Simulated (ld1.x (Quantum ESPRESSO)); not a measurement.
# u(r) = r·R(r): atom against pseudo-atom (Tm (Z = 69))

Columns: radius, all-electron u(r) and pseudo u(r) of the 5p shell (level -28.53 eV) of thulium in the configuration [Kr] 4d10 4f13 5s2 5p6 5d0 6s1 6p1; PBEsol, scalar-relativistic, PAW scheme, ld1.x (Quantum ESPRESSO) 7.5.

| r (bohr) | all-electron | pseudo |
| --- | --- | --- |
| 0.150 | -0.3105 | -0.0305 |
| 0.300 | 0.2272 | -0.1175 |
| 0.450 | 0.4568 | -0.2482 |
| 0.600 | 0.1083 | -0.4039 |
| 0.750 | -0.3418 | -0.5627 |
| 0.900 | -0.6787 | -0.7037 |
| 1.050 | -0.8694 | -0.8099 |
| 1.200 | -0.9420 | -0.8709 |
| 1.350 | -0.9343 | -0.8839 |
| 1.500 | -0.8784 | -0.8533 |
| 1.650 | -0.7972 | -0.7895 |
| 1.800 | -0.7059 | -0.7056 |
| 1.950 | -0.6140 | -0.6148 |
| 2.100 | -0.5269 | -0.5271 |
| 2.250 | -0.4477 | -0.4477 |
| 2.400 | -0.3773 | -0.3773 |
| 2.550 | -0.3161 | -0.3161 |
| 2.700 | -0.2636 | -0.2636 |
| 2.850 | -0.2190 | -0.2190 |
| 3.000 | -0.1814 | -0.1814 |
| 3.150 | -0.1499 | -0.1499 |
| 3.300 | -0.1237 | -0.1237 |
| 3.450 | -0.1018 | -0.1018 |
| 3.600 | -0.0838 | -0.0838 |
| 3.750 | -0.0688 | -0.0688 |
| 3.900 | -0.0564 | -0.0564 |

How many radial nodes do the two functions have?

The all-electron 5p function has n − l − 1 = 3 (the table is too coarse to show those close to the nucleus); the pseudo-wave has 0, since the states of the same l below it are removed with the core.

At about which radius was the pseudo-wave matched?

2.20 bohr, where the columns begin to agree (steps of 0.15 bohr).

Is the pseudo-wave norm-conserving?

No, it belongs to a PAW set: the norm inside the radius is not constrained, and the difference is carried by the augmentation charge.
